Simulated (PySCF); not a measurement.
SnH₃Cl, optimised at PBE0/def2-TZVP:

```xyz
5

Sn    -0.0147    -0.0090     0.0258
Cl    -0.0163     0.9129    -2.1183
H     -0.0213    -1.6960    -0.1865
H      1.4039     0.5500     0.7781
H     -1.4257     0.5603     0.7847
```

Method: PySCF energies (xtb for GFN2) plus ideal-gas RRHO corrections (1 bar). All species are closed-shell singlets. Sn: scalar-relativistic def2 core potential, no spin-orbit coupling. SnH₃Cl: computed as isolated molecules; such fragments, hydroxides, amides, oligomers or adducts are transient or little studied in the gas.

Task: List the harmonic frequencies (cm⁻¹, unscaled) at this level and at the other levels, each on its own geometry.

Result: 
- PBE0/def2-TZVP: 371, 487, 487, 701, 705, 705, 1970, 1978, 1978
- GFN2-xTB: 327, 427, 427, 630, 678, 678, 1499, 1738, 1738
- PBE/def2-SVP: 360, 475, 475, 675, 675, 688, 1862, 1884, 1884
